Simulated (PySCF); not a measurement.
Zn(F)(NMe2) (C2H6FNZn), SMILES [N]([Zn][F])(C)C. Heavy atoms are numbered as in [Zn:1]([F:2])[N:3]([CH3:4])[CH3:5]. Hydrogens are named by the atom that carries them.

Geometry: B3LYP-D3(BJ)/def2-SVP. The structure was generated by enumeration; whether it is a known compound was not checked. The values are those of a single conformer.

Method: PBE/pcSseg-1 (PySCF).

GIAO shieldings, no solvent; atoms alike by connectivity are averaged. δ = σ(ref) − σ: ¹⁹F against CFCl3 (σ = 133.6 ppm); ¹⁵N against NH3 (σ = 267.0 ppm); ¹³C against TMS (σ = 182.0 ppm); ¹H against TMS (σ = 31.49 ppm), references at their B3LYP-D3(BJ)/def2-TZVP geometries, non-relativistic.

```tsv
atoms	nucleus	count	δ (ppm)
F2	¹⁹F	1	…
N3	¹⁵N	1	36.8
C4 (CH3)	¹³C	2	50.7
H on C4	¹H	6	…
```

Q: What belongs in the gaps? (An estimate is asked for; the answer gives what the named calculation found.)

A: 
- H on C4, δ (ppm): 3.26
- F2, δ (ppm): -264.7
